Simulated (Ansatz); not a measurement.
**Which method gave which barrier?**

Saddle point of Si2H3ClF2, singlet (Si₂H₃ClF₂ ([F][Si]([F])([SiH3])[Cl]) → SiH₃Cl ([SiH3][Cl]) + SiF₂; bonds formed: Si1–Cl3; bonds broken: Si1–Si2, Si2–Cl3), PBE0-D4/def2-TZVP structure:

```xyz
8
angstrom
Si -0.7006 -0.6512 0.7246
Si 0.3668 0.8884 -0.9871
Cl 1.6032 -0.4351 0.4780
F 1.0117 0.4536 -2.3789
F 1.0165 2.3160 -0.7006
H -1.4395 0.4612 1.3667
H -1.4454 -1.4023 -0.3130
H -0.4126 -1.6306 1.8102
```

Computed with Ansatz 0.2.0 (basis: def2-TZVPP, with def2-QZVPP for the basis limit); correlated methods freeze the cores. Extrapolation: Hartree–Fock as exp(−7.88 √X), correlation as X^−2.97. Four methods, as single points on the PBE0-D4 structures, gave these electronic barriers from the start structure: 43.02, 46.90, 52.19, 60.33 kcal/mol.

**Question.** The methods were, in alphabetical order, BHLYP-D4, BLYP-D4, HF, PBE0-D4. Which gave which? (Judge from chemistry; the calculation decides.)

**Answer.** Computed: BLYP-D4 43.02; PBE0-D4 46.90; BHLYP-D4 52.19; HF 60.33 kcal/mol. For comparison, CCSD(T) at an estimated basis limit (MP2 extrapolated from triple and quadruple zeta, plus CCSD(T) − MP2 in triple zeta) gives 49.35 kcal/mol.

No T1 diagnostic of these runs exceeds 0.014. The start structure is not quite a true minimum (one mode of 90i cm⁻¹).

Losses and insertions of silylenes and their heavier kin drive the gas-phase chemistry of silicon and germanium vapour deposition.

Labels in which every atom is bracketed show which atoms are joined, not bond orders.

For scale, one of the runs: CCSD(T)/def2-TZVPP, 230 basis functions (an equivalent command: `ansatz run in.yaml --threads 4`). Hardware: 4 CPU threads, shared host. Wall time 2 min; peak host memory 3.7 GiB.
